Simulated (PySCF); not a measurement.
Compound: n-propyl bromide, C3H7Br.
Structure used (PBE0-D3(BJ)/def2-SVP), in Å, numbered top down from 1:
```
atom  x, y, z in Å
C1    -1.6799    0.4921   -0.0560
C2    -0.9555   -0.6799   -0.6948
C3     0.3257   -0.3179   -1.4145
Br4    1.6881    0.4028   -0.2182
H5    -1.0586    0.9646    0.7191
H6    -1.9280    1.2640   -0.8022
H7    -2.6194    0.1654    0.4136
H8    -0.7384   -1.4541    0.0595
H9    -1.6084   -1.1596   -1.4461
H10    0.7906   -1.1936   -1.8846
H11    0.1652    0.4533   -2.1803
```

Theory: MP2 and CCSD/aug-cc-pVDZ in PySCF, restricted Hartree–Fock reference, frozen core, non-relativistic, gas phase, PBE0-D3(BJ)/def2-SVP geometry.

E(HF) = -2690.08535 Eh.

**Question.** How large is the problem?

**Answer.** 168 basis functions and 60 electrons; 12 orbitals frozen, which leaves o = 18 correlated occupied and v = 138 virtual orbitals. That is o·v = 2484 singles and o·v(o·v + 1)/2 = 3086370 distinct closed-shell doubles amplitudes before symmetry; the costliest CCSD step grows as o²v⁴ = 1.2 × 10^11.

**Question.** What are the MP2 and CCSD correlation energies?

**Answer.** MP2 -0.5976 Eh and CCSD -0.6489 Eh, which gives totals of -2690.68300 and -2690.73425 Eh. That is 0.490 eV for each correlated electron at CCSD (1704 kJ/mol in all, 0.024 % of the total energy); MP2 gives 92.1 % of the CCSD value.

**Question.** What is the T1 diagnostic?

**Answer.** 0.0080, below the customary warning level of 0.02. It is the norm of the spatial-orbital singles amplitudes over the root of the number of correlated electrons, so the norm is 0.048.

**Question.** How does correlation change the dipole moment?

**Answer.** HF gives 2.43 D and CCSD (unrelaxed density) 2.09 D, a change of -0.34 D.

No triples correction and no basis-set extrapolation were made.

One conformer stands for the species.
